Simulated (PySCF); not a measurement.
MgCl, SMILES [Mg+][Cl], charge +1. Heavy atoms are numbered as in [Mg+:1][Cl:2].

The structure is a stationary point at PBE0-D3(BJ)/def2-TZVPD. The multiplicity is an assumed one; other spin states were not compared.

Computed with M06-2X/def2-TZVPD (PySCF).

ESP charges are fitted to the potential on shells at 1.4 to 2.0 van der Waals radii. Atomic charges (e), one atom of each kind:

```csv
atom,ESP fit,IAO
Mg1,1.44,1.70
Cl2,-0.44,-0.70
```
